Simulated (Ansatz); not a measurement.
Geometry optimisation, Ansatz 0.2.0, RKS PBE-D4/6-31G*.

The input (input.yaml):

```yaml
crystal:
  periodic: [false, false, false]
  atoms:
    - { symbol: B, position_ang: [0.027842, 0.238291, -0.048859] }
    - { symbol: H, position_ang: [0.051513, 0.393166, 1.137297] }
    - { symbol: Cl, position_ang: [1.516674, 0.403671, -0.973696] }
    - { symbol: F, position_ang: [-1.12869, 0.08976, -0.674768] }
    - { symbol: F, position_ang: [0.238713, -2.068882, 0.931988] }
    - { symbol: H, position_ang: [0.294649, -1.401006, 1.588438] }
basis:
  gaussian: { orbitals: "6-31G*" }
hamiltonian:
  xc: pbe
  dispersion: d4
relax:
  f_tol: 0.03
  max_steps: 50
```

Run as:

```bash
$ ansatz run input.yaml --threads 1 --pin off --max-ram 2048MiB --backend cpu --events-out ev --progress --plain --runs-dir out
```

Where does it end, and by what steps?

The run converged. The force dipped under the threshold on the way, but the program's further checks kept it going. After 34 steps the energy has fallen by 0.128 eV; H6 moved furthest, 0.98 Å.

```json
{"step": "0", "energy less start (eV)": "0.0000", "largest force component (eV/Å)": "0.401", "accepted": "yes"}
{"step": "2", "energy less start (eV)": "0.0304", "largest force component (eV/Å)": "1.483", "accepted": "no"}
{"step": "4", "energy less start (eV)": "-0.0593", "largest force component (eV/Å)": "0.111", "accepted": "yes"}
{"step": "6", "energy less start (eV)": "-0.0614", "largest force component (eV/Å)": "0.063", "accepted": "yes"}
{"step": "8", "energy less start (eV)": "-0.0629", "largest force component (eV/Å)": "0.020", "accepted": "yes"}
{"step": "10", "energy less start (eV)": "-0.0594", "largest force component (eV/Å)": "0.559", "accepted": "no"}
{"step": "12", "energy less start (eV)": "-0.0629", "largest force component (eV/Å)": "0.292", "accepted": "no"}
{"step": "14", "energy less start (eV)": "-0.0643", "largest force component (eV/Å)": "0.166", "accepted": "yes"}
{"step": "16", "energy less start (eV)": "-0.0677", "largest force component (eV/Å)": "0.038", "accepted": "yes"}
{"step": "18", "energy less start (eV)": "-0.0701", "largest force component (eV/Å)": "0.085", "accepted": "yes"}
{"step": "20", "energy less start (eV)": "-0.0723", "largest force component (eV/Å)": "0.082", "accepted": "yes"}
{"step": "22", "energy less start (eV)": "-0.0770", "largest force component (eV/Å)": "0.319", "accepted": "yes"}
{"step": "24", "energy less start (eV)": "-0.1023", "largest force component (eV/Å)": "0.154", "accepted": "yes"}
{"step": "26", "energy less start (eV)": "-0.1125", "largest force component (eV/Å)": "0.148", "accepted": "yes"}
{"step": "28", "energy less start (eV)": "-0.1020", "largest force component (eV/Å)": "1.299", "accepted": "no"}
{"step": "30", "energy less start (eV)": "-0.1252", "largest force component (eV/Å)": "0.118", "accepted": "yes"}
{"step": "32", "energy less start (eV)": "-0.1271", "largest force component (eV/Å)": "0.237", "accepted": "yes"}
{"step": "34", "energy less start (eV)": "-0.1280", "largest force component (eV/Å)": "0.005", "accepted": "yes"}
```

```xyz
6
Properties=species:S:1:pos:R:3
B -0.079 0.230 0.087
H -0.264 0.922 1.045
Cl 1.615 0.036 -0.522
F -1.062 -0.104 -0.739
F -0.040 -1.597 1.201
H 0.830 -1.831 0.888
```

Whether the end is a true minimum wasn't checked by a vibrational analysis.

Time of the run: 57 s on 1 thread of Intel(R) Xeon(R) Platinum 8259CL CPU @ 2.50GHz (Skylake/Cascade Lake) (shared host), peak memory 0.14 GiB.
